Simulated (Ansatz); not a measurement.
C$_{2}$H$_{3}$BO$_{2}$, SMILES `O=C1CBO1`. Charge 0, multiplicity 1.

```xyz
8

O     2.036   -0.769   -0.380
C     0.931   -0.369   -0.312
C    -0.044    0.111    0.750
B    -0.938    0.263   -0.541
O     0.049   -0.194   -1.399
H    -0.299   -0.654    1.485
H     0.289    1.007    1.274
H    -2.023    0.605   -0.878
```

(1) List the harmonic frequencies (cm⁻¹, unscaled) at PBE0-D4/def2-TZVP in Ansatz. (Best estimate.)

(2) Is this a minimum?

(3) Give the ideal-gas thermochemistry at 298.15 K and 1 bar (rigid rotor, harmonic oscillator; point group Cs, symmetry number 1).

(4) And at 400, 500, 600, 800 and 1000 K?

## Answers

(1) The calculation gave: 141, 487, 508, 674, 729, 827, 901, 966, 970, 1078, 1092, 1169, 1312, 1400, 1962, 2719, 3101, 3153.

(2) Yes, all 18 modes are real.

(3) Zero-point energy 138.7 kJ/mol; H(298) − E = 152.9 kJ/mol; entropy 287.4 J/(mol·K), of which translation 161.8, rotation 102.6, vibration 23.0; G(298) − E = 67.2 kJ/mol.

(4) 
```tsv
T (K)	H − E (kJ/mol)	S (J/mol/K)	G − E (kJ/mol)
400	161.1	311.0	36.7
500	170.9	332.7	4.5
600	182.0	352.9	-29.7
800	207.1	388.8	-104.0
1000	235.0	419.9	-185.0
```
